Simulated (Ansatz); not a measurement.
A nudged elastic band was laid between two geometries of C2H6AlF + CH4 (15 atoms, charge 0, multiplicity 1).

These are results of UKS BHLYP-D4/def2-SVP (Ansatz 0.2.0), not measurements.

* movable images: 5
* climbing image: yes
* spring: 5.0 eV/Å²
* optimiser: quadratic models (default)
* start path: through a guess of the saddle point
* force threshold: 0.05 eV/Å
* iteration limit: 60
* end points: relaxed

First end point:

```xyz
15
Properties=species:S:1:pos:R:3
Al 0.918 0.014 -0.373
F 1.852 -1.234 0.230
C 0.108 -0.299 -2.109
C 0.939 1.673 0.632
H -0.304 -1.459 1.289
C -1.302 -1.015 1.307
H 0.874 -0.281 -2.894
H -0.645 0.452 -2.372
H -0.364 -1.287 -2.155
H 1.116 1.498 1.698
H 1.743 2.328 0.277
H 0.004 2.234 0.528
H -1.519 -0.457 0.391
H -1.388 -0.346 2.163
H -2.032 -1.822 1.387
```

Last end point:

```xyz
15
Properties=species:S:1:pos:R:3
Al 0.022 0.105 -0.090
F 1.377 -1.370 0.613
C 0.032 -0.311 -2.005
C 0.903 1.724 0.574
H 0.854 -1.875 1.184
C -1.383 -0.719 1.037
H 1.021 -0.170 -2.457
H -0.654 0.353 -2.547
H -0.287 -1.337 -2.222
H 1.063 1.707 1.658
H 1.875 1.898 0.099
H 0.290 2.609 0.362
H -2.325 -0.171 0.906
H -1.173 -0.682 2.114
H -1.616 -1.760 0.774
```

Task: Which bonds break or form, and what moves?

Result: Bonds broken: H5–C6. Bonds formed: Al1–C6, F2–H5. C2H6AlF + CH4 becomes C3H10AlF.

Task: Give the energies along the band, and the barrier.

Result: The run converged. The highest image is number 4 of 0 to 6, 46.9 kcal/mol above the first end and 3.3 kcal/mol above the last; the last end lies 43.6 kcal/mol above the first. Neighbouring images differ by up to 1.4 eV, so the band resolves the path poorly. A vibrational analysis at the climbing image gives one clearly imaginary mode, 716i cm⁻¹: a first-order saddle point. The orbitals stay closed-shell, which can raise the energy where a bond breaks towards radicals; this wasn't checked here.

```
image  path coordinate (Å)  energy (kcal/mol)  H5–C6 (Å)  Al1–C6 (Å)  F2–H5 (Å)
    0                 0.00                0.0       1.09        2.97       2.41
    1                 0.66                0.1       1.09        2.98       2.41
    2                 1.31                1.6       1.09        2.80       2.11
    3                 1.97               14.5       1.13        2.39       1.65
    4                 2.62               46.9       1.57        2.09       1.05
    5                 3.65               43.9       2.32        1.99       0.93
    6                 4.67               43.6       2.52        1.98       0.92
```

Task: What is the geometry of the highest image?

Result: 
```xyz
15
Properties=species:S:1:pos:R:3
Al 0.258 0.043 -0.125
F 1.196 -1.499 0.594
C 0.004 -0.226 -2.037
C 1.007 1.658 0.665
H 0.209 -1.493 0.955
C -1.219 -0.850 1.050
H 0.909 0.005 -2.609
H -0.787 0.428 -2.425
H -0.283 -1.255 -2.277
H 1.225 1.536 1.731
H 1.936 1.966 0.172
H 0.310 2.501 0.573
H -2.036 -0.962 0.329
H -1.484 -0.068 1.770
H -1.245 -1.785 1.632
```

The run took 9.1 min on 4 threads of Arm Neoverse N1 (shared host), peak memory 0.43 GiB.
